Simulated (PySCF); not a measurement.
Species: C5H6ClF2O (doublet state).
Z-matrix (Å and degrees, GFN2-xTB geometry), rows numbered from 1:
```
F 
C   1  1.3815
O   2  1.3682  1  109.51
C   3  1.3831  2  117.47  1   -77.54
C   4  1.4833  3  120.91  2   -36.81
C   5  1.5335  4  111.04  3    40.05
C   6  1.5174  5  107.96  4   -49.28
F   7  1.3688  2  107.56  1  -172.70
Cl  7  1.7833  2  109.29  1   -56.69
H   2  1.0981  1  106.87  3   116.61
H   4  1.0742  3  110.84  2   171.28
H   5  1.1023  4  110.29  3   -79.97
H   5  1.0907  4  109.52  3   162.12
H   6  1.0908  5  110.77  4    68.71
H   6  1.0901  5  111.16  4  -169.71
```

The hyperfine couplings belong to this conformer and change with its torsions.

As a line formula: `F[C@@H]1O[CH]CC[C@]1(F)Cl` [radical].

Level of theory: UKS B3LYP, pcH-1 on C Cl F H O, non-relativistic, mean-field spin-orbit, GIAO in PySCF 2.14.0. Isolated species at its GFN2-xTB geometry (one conformer only). The geometry wasn't refined by DFT: couplings that depend on bond lengths, twists or pyramidal angles can differ widely from those at the functional's own minimum. Stability of the SCF solution: not tested.

Largest spin populations (Mulliken): C4 (+0.93), O3 (+0.08), H12 (+0.07) and C5 (-0.07). C4 is the only atom above +0.15. The angles at C4 add up to 353.4°, so it is slightly pyramidal.

(1) List the C–H protons on four-coordinate carbons next to a three-coordinate spin centre, with their couplings and θ (C–H bond against the normal to the plane of the centre's neighbours, projected along the bond that joins the two).

## Answers

(1) 
```
β H  on  centre  θ (°)  cos²θ   a (G)
H12  C5      C4      4   1.00  +49.46
H13  C5      C4     58   0.28  +10.15
```

Couplings in gauss use g_iso = 2.0032.
